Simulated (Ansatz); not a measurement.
`BBr` + H₂Te → `B[TeH]` + HBr at 400 K and 1 bar (ligand exchange at a B–Br bond).

Computed with Ansatz on PBE0-D4/def2-TZVP structures; ΔE is electronic, products minus reactants. CBS: MP2 limit from def2 TZ/QZ plus the TZ coupled-cluster correction, frozen cores. def2 core potentials past Kr. For Br, Te outer-core shells are correlated without core-valence functions, which leaves a few kJ/mol of doubt a bond. Scalar relativity is left out up to krypton.

```
 species  CCSD(T)/CBS energy (Eh)  H − E (kJ/mol)  S (J/(mol·K))
   `BBr`              -2599.32470            69.2          259.0
    H₂Te               -268.91024            45.0          239.1
`B[TeH]`               -294.31292            89.3          285.2
     HBr              -2573.91920            27.6          207.2
```

H − E and S are ideal-gas, rigid-rotor, harmonic terms from PBE0-D4/def2-TZVP. 1 Eh = 2625.50 kJ/mol, R = 8.31446 J/(mol·K).

**Question.** By hand: ΔE, ΔH, ΔS and ΔG.

**Answer.** ΔE = (-294.31292) + (-2573.91920) − (-2599.32470) − (-268.91024) = 0.00282 Eh = 7.4 kJ/mol. Δ(H − E) = 89.3 + 27.6 − 69.2 − 45.0 = 2.7, so ΔH = 10.1 kJ/mol. ΔS = 285.2 + 207.2 − 259.0 − 239.1 = -5.7 J/(mol·K). ΔG = 10.1 − 400 × (-5.7)/1000 = 12.4 kJ/mol.

**Question.** By hand: the equilibrium constant, and the temperature at which ΔG would vanish if ΔH and ΔS stayed fixed.

**Answer.** log₁₀ K = −ΔG/(RT ln 10) = -1.6. ΔH and −TΔS have one sign here, so there is no such temperature. One of them is within its doubt of zero, so this could turn.

The number of gas molecules stays the same, so ΔS is small and ΔH decides. A doubt of 5 kJ/mol in ΔE shifts log₁₀ K by 0.7 here. These are equilibria of isolated gas molecules and say nothing of rates. Largest T1 diagnostic: 0.015 (customary marks: 0.02 for closed shells, 0.045 for open ones).
